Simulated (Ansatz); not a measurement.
One change: `C#C[SiH](F)Cl` becomes `F[SiH](Cl)Cl`.

Ansatz, PBE0-D4/def2-TZVP geometries, multiplicity 1. 

| property | `C#C[SiH](F)Cl` |
| --- | --- |
| HOMO energy (PBE0/def2-TZVPP) / eV | -8.89 |
| HOMO–LUMO gap (PBE0/def2-TZVPP) / eV | 7.98 |
| size of the dipole moment (B3LYP/def2-TZVPP) / D | 2.00 |
| LUMO energy (PBE/def2-TZVPP) / eV | -1.84 |
| HOMO–LUMO gap (B3LYP/def2-TZVPP) / eV | 7.51 |
| LUMO energy (PBE0/def2-TZVPP) / eV | -0.91 |

(1) What does the change do to each property? (An estimate is asked.)

Results:

(1) Ansatz gave: 
```tsv
property	`F[SiH](Cl)Cl`	shift
HOMO energy (PBE0/def2-TZVPP) / eV	-9.66	-0.77
HOMO–LUMO gap (PBE0/def2-TZVPP) / eV	9.87	1.89
size of the dipole moment (B3LYP/def2-TZVPP) / D	1.01	-0.99
LUMO energy (PBE/def2-TZVPP) / eV	-0.72	1.12
HOMO–LUMO gap (B3LYP/def2-TZVPP) / eV	9.36	1.85
LUMO energy (PBE0/def2-TZVPP) / eV	0.21	1.12
```

With PBE0 the HOMO falls by 0.77 eV and the LUMO rises by 1.12 eV, so the gap widens by about 1.89 eV. PBE moves the HOMO by -0.58 eV and ωB97M-V by -0.76 eV. The zero-point energy changes by -46.2 kJ/mol with -6 modes. Dipoles are sizes alone; their direction can turn.

B3LYP here is the variant with VWN-RPA as its local correlation; programs differ in this.
